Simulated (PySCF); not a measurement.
Correlation energy of Ta⁺ (tantalum, charge +1)

[Xe] 4f14 5d3 6p1, one real determinant (an excited configuration). Calculation: PySCF 2.14, in def2-QZVPPD with the def2 core potential (60 electrons) (7s6p4d3f2g, 84 functions); a scalar-relativistic core potential. Frozen: nothing; 12 electrons correlated.

| level | correlation energy (mhartree) |
| --- | --- |
| CCSD | -276.10 |
| (T) | -8.56 |
| CCSD(T) | -284.66 |

Diagnostics: T1 = 0.011, D1 = 0.0471, largest double amplitude 0.108.

Q: Is a single reference adequate?

A: Mostly. T1 lies below 0.03, but a double amplitude of this size points to a near-degeneracy that CCSD handles and MP2 describes poorly.

The reference is one real determinant that mixes LS terms of this configuration.

The basis has no tight functions for the innermost shells, so their pair energies are far from complete.

This basis was not built for core-valence correlation, so the inner-shell part is incomplete.
